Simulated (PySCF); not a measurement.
**Shieldings and the share of exact exchange**

Molecule: `C[SiH2]OC(C)=O`, C₃H₈O₂Si.

Structure with atom numbers: `[CH3:1][SiH2:2][O:3][C:4]([CH3:5])=[O:6]`. Hydrogens are named by the atom that carries them.

GIAO shieldings (ppm, equivalent atoms averaged) in PySCF on the PBE0-D3(BJ)/def2-SVP geometry, basis pcSseg-1, gas phase, non-relativistic:

```csv
functional,exact exchange (%),σ(Si2),σ(O3)
BLYP,0,336.5,105.6
BP86,0,342.5,108.8
PBE,0,343.3,108.4
B3LYP,20,349.4,116.8
mPW1PW91,25,358.2,121.8
BHandHLYP,50,369.4,133.0
HF,100,406.0,159.2
```

Problem. Fit each shielding as a line in the percentage of exact exchange.

Solution. σ(Si2) = 339.9 + 0.65 x (rms 2.8 ppm); σ(O3) = 107.6 + 0.52 x (rms 1.1 ppm). The functionals also differ in their semilocal parts, which the line can't hold; Hartree–Fock has no correlation at all.

Problem. What does the line predict for PBE0 (25 %), and what does the run give?

Solution. σ(Si2): 356.1 predicted, 359.5 computed; σ(O3): 120.6 predicted, 122.4 computed ppm.
